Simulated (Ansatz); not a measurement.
Isolated molecules relaxed with PBE0-D4/def2-TZVP in Ansatz; ΔE leaves out vibrations. CBS: MP2 limit from def2 TZ/QZ plus the TZ coupled-cluster correction, frozen cores. This one scheme is used for every species. DFT in def2-TZVPP. For Se outer-core shells are correlated without core-valence functions, which leaves a few kJ/mol of doubt a bond. Scalar relativity is left out up to krypton. Each species was taken in one conformer, which may not be the lowest.

`FBC(F)Cl` + `CC[SeH]` → `CC[Se]BF` + `FCCl`  (ligand exchange at a B–C bond)

| level | ΔE (eV) |
| --- | --- |
| PBE-D4 | -0.83 |
| ωB97X-V | -0.80 |
| HF/CBS(def2) | -0.76 |
| CCSD/CBS(def2) | -0.84 |

(1) What does CCSD(T)/CBS give? (Estimate.)

Largest T1 diagnostic among the species: 0.013.

Answers

(1) Ansatz gave: -0.86 eV. The listed levels differ from it by 0.03, 0.06, 0.10, 0.02 eV.

In def2-TZVPP, CCSD(T) changes the Hartree–Fock value by −0.07 eV (the triples alone add −0.02 eV) and MP2 by −0.12 eV.
